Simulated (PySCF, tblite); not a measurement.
Isomers of C4H11NO2Si3, one GFN2-xTB conformer each. Single-point energies are computed at PBE0/pcSseg-1 (PySCF, gas phase, no added dispersion term), electronic only.

Question: Rank them by PBE0/pcSseg-1 energy, lowest first (kJ/mol).
A. `[O:1]=[C:2]([OH:3])[C:4]#[C:5][CH2:6][SiH2:7][N:8]([SiH3:9])[SiH3:10]` with O1–C2–O3–H 0°, C5–C6–Si7–N8 180°, C6–Si7–N8–Si9 -24°
B. `[O:1]=[C:2]([C:3]#[C:4][CH2:5][N:6]([SiH3:7])[SiH3:8])[SiH2:9][OH:10]` with C4–C5–N6–Si7 81°, O1–C2–Si9–O10 0°, C2–Si9–O10–H 0°
C. `[O:1]=[C:2]([OH:3])[C:4]#[C:5][SiH2:6][CH2:7][N:8]([SiH3:9])[SiH3:10]` with O1–C2–O3–H 0°, C5–Si6–C7–N8 -174°, Si6–C7–N8–Si9 -83°

Answer: A (0.0), C (94.7), B (101.0).

As drawn, the lowest has a C(=O)–O unit, which the highest lacks; the highest has an Si–O bond, which the lowest lacks. Neighbours under 10 kJ/mol apart (O=C(O)C#C[SiH2]CN([SiH3])[SiH3] and O=C(C#CCN([SiH3])[SiH3])[SiH2]O) can change places with a better method, another conformer or zero-point energy. GFN2-xTB itself gives, in the same order: 0.0, 93.6, 2.2. Both levels put the same isomer lowest; measured from each level's own lowest isomer, the values differ by up to 98.8 kJ/mol (O=C(C#CCN([SiH3])[SiH3])[SiH2]O: 2.2 against 101.0).

Which frontier levels, dipoles and rotational constants go with these structures?

| SMILES | HOMO (eV, PBE0/pcSseg-1) | LUMO (eV) | dipole (D) | A, B, C (MHz) |
| --- | --- | --- | --- | --- |
| O=C(O)C#CC[SiH2]N([SiH3])[SiH3] | -7.72 | -1.15 | 3.06 | 2125, 258.2, 241.3 |
| O=C(O)C#C[SiH2]CN([SiH3])[SiH3] | -6.88 | -1.71 | 1.78 | 1872, 257.8, 241.5 |
| O=C(C#CCN([SiH3])[SiH3])[SiH2]O | -7.30 | -2.18 | 3.30 | 1363, 346.0, 335.6 |

What happens when harmonic zero-point energies from GFN2-xTB frequencies are added?

| SMILES | ZPE (kJ/mol) | electronic (kJ/mol) | with ZPE (kJ/mol) |
| --- | --- | --- | --- |
| O=C(O)C#CC[SiH2]N([SiH3])[SiH3] | 342.3 | 0.0 | 0.0 |
| O=C(O)C#C[SiH2]CN([SiH3])[SiH3] | 341.9 | 94.7 | 94.4 |
| O=C(C#CCN([SiH3])[SiH3])[SiH2]O | 339.8 | 101.0 | 98.6 |

The zero-point energies span 2.5 kJ/mol. The order is unchanged.
